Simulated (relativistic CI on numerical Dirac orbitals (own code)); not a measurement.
# Hyperfine structure of In XXXVIII, mass number 113

Calculated at this level of theory: Dirac-Coulomb-Breit CI, KLI orbitals optimised for each configuration, a model potential for QED, unscaled Slater integrals (own radial code, finite nucleus).

Configurations in the expansion (outside the closed core [Ne]): 3s2, 3s.3p, 3p2, 3s.3d, 3d2, 3p.3d, 3p.4s, 3d.4s, 3s.4s, 3s.4p, 3s.4d, 3s.4f, 3s.5s, 3s.5p, 3s.5d, 3s.5f. Levels of other configurations are missing.

Nuclear spin I = 9/2, μ = 5.5208 μN, Q = 0.761 b (tables of Stone and Pyykkö). The electronic factors are computed for point nuclear moments, without core polarisation or the Bohr-Weisskopf and QED corrections.

| Level | E (cm⁻¹) | A (GHz) | B (GHz) |
| --- | --- | --- | --- |
| 3s.3p 3P°_1 | 664047 | 789.5 | -23 |
| 3s.3p 3P°_2 | 1039514 | 372.1 | 76.7 |
| 3s.3p 1P°_1 | 1236364 | -185.9 | 60.5 |
| 3p2 1D_2 | 1827977 | 145.4 | 70.5 |
| 3p2 3P_1 | 1835306 | -20.26 | 38.4 |
| 3s.3d 3D_1 | 2075246 | -282.2 | 6.57 |
| 3s.3d 3D_2 | 2099209 | 253.7 | 4.58 |
| 3s.3d 3D_3 | 2168635 | 227.2 | 17.6 |

Levels with J = 0, under 50 % of one LS term, or S terms without an open s electron are left out. Small factors come from cancelling terms and can be off by tens of per cent or more.

At this charge energies of transitions that change n are usually good to better than 1 %, and those within a shell (Δn = 0) to a few per cent.

(1) Give the hyperfine levels of 3s.3p 3P°_1 relative to its centre of gravity.

Answers

(1) With K = F(F + 1) − I(I + 1) − J(J + 1), E = AK/2 + B[¾K(K + 1) − I(I + 1)J(J + 1)]/[2I(2I − 1)J(2J − 1)]: F = 7/2: -4353, F = 9/2: -774.2, F = 11/2: 3547 GHz.

LS names give the leading component of a level, which can be under half, so a name can repeat, a term be missing and a line seem to break the LS rules.
